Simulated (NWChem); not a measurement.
System: SiH$_{3}$Cl; SMILES [SiH3]Cl

```xyz
5

Si     0.0000     0.0000    -0.9600
Cl     0.0000     0.0000     1.1078
H     -0.7872    -1.1686    -1.4420
H      1.4056    -0.0975    -1.4420
H     -0.6184     1.2661    -1.4420
```
Atoms are numbered in this order, from 1.

Level: PBE0/def2-SVP (NWChem), optimised geometry, unscaled harmonic frequencies. 

| frequency (cm⁻¹) | IR intensity (km/mol) |
|---|---|
| 560 | 61.8 |
| 660 | 28.6 |
| 660 | 28.6 |
| 941 | 64.0 |
| 941 | 64.0 |
| 961 | 270.7 |
| 2255 | 47.7 |
| 2265 | 107.5 |
| 2265 | 107.6 |

```yaml
zero_point_energy: 16.4 kcal/mol
thermal correction to the enthalpy at 298.15 K (with zero-point energy): 19.2 kcal/mol
heat capacity Cv: 10.2 cal/(mol K)
entropy at 298.15 K and 1 atm (symmetry number 3): 59.9 cal/(mol K)
dipole_moment: 1.38 D
```

Rigid rotor and harmonic oscillator.
